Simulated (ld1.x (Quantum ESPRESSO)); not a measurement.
**What one change does to a pseudopotential (P (Z = 15), TM)**

* Element: P (Z = 15)
* Generator: ld1.x (Quantum ESPRESSO) 7.5
* Type: norm-conserving Troullier–Martins (Kleinman–Bylander form)
* Functional: PBE
* Relativity: scalar-relativistic
* Frozen core: [Ne]
* Valence charge: 5
* Reference configuration: 3s2 3p3
* Partial waves: 3p (bound): rc 1.45 bohr; 3d channel at 0.25 Ry: rc 1.40 bohr; 3s (bound): rc 1.45 bohr
* Local potential: the s channel
* Core correction: a·sin(br)/r model core inside 1.05 bohr

Change: wave 3p (bound): rc 1.45 bohr becomes 3p (bound): rc 1.72 bohr.

Cutoffs: the cutoffs (Ry, on a coarse ladder) from which the occupation-weighted sum of valence levels, in a spherical-Bessel basis at the reference potential, stays within 10 and 1 mRy of its value at 400 Ry; they do not see the model core or the augmentation charge, which bear on the density cutoff. Errors are all-electron minus pseudo energies relative to the spin-unpolarised reference configuration.

How do hardness, ghosts and transferability respond?

The potential gets softer (35 Ry and 55 Ry → 25 Ry and 50 Ry); of the 7 tests that both files solve, the error grows in 1 and shrinks in 2 by more than 15 % and 0.3 meV (median size 3.1 → 1.9 meV); neither file shows a bound ghost. A larger radius leaves more room for a smooth pseudo-wave, so fewer plane waves are needed.

```tsv
quantity	base	changed
cutoff, loose	35 Ry	25 Ry
cutoff, tight	55 Ry	50 Ry
bound ghosts	none	none
error for 3s2 3p2, meV [ΔE 9.73 eV]	+3.1	+3.0
error for 3s2 3p1, meV [ΔE 28.88 eV]	+21	+22
error for 3s2 3p0, meV [ΔE 58.62 eV]	+66	+77
error for 3s0 3p5, meV [ΔE 17.20 eV]	+5.4	-1.9
error for 3s2 3p3.3, meV [ΔE -1.31 eV]	+0.2	+0.2
error for 3s1 3p4, meV [ΔE 8.53 eV]	+1.1	-0.6
error for 3s2 3p2.5, meV [ΔE 3.77 eV]	+0.5	+0.4
```
